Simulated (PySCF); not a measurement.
```xyz
7

C     -1.3601     0.0110    -0.0353
C     -0.0637    -0.0703    -0.0050
C      1.2293    -0.1641     0.0243
Cl     2.2781     1.2329     0.1163
H     -1.9477     0.0050     0.8764
H     -1.8991     0.0884    -0.9735
H      1.7632    -1.1029    -0.0032
```

Charge 0, multiplicity 1.

**Question.** Give the Mulliken and meta-Löwdin atomic charges from PBE-D3(BJ)/def2-TZVP // B3LYP-D3(BJ)/def2-TZVP (PySCF).

**Answer.** 
```
atom  Mulliken (e)  meta-Löwdin (e)
----  ------------  ---------------
C1           -0.25            -0.27
C2            0.03             0.02
C3           -0.14            -0.17
Cl4          -0.08            -0.04
H5            0.14             0.15
H6            0.14             0.15
H7            0.15             0.16
```
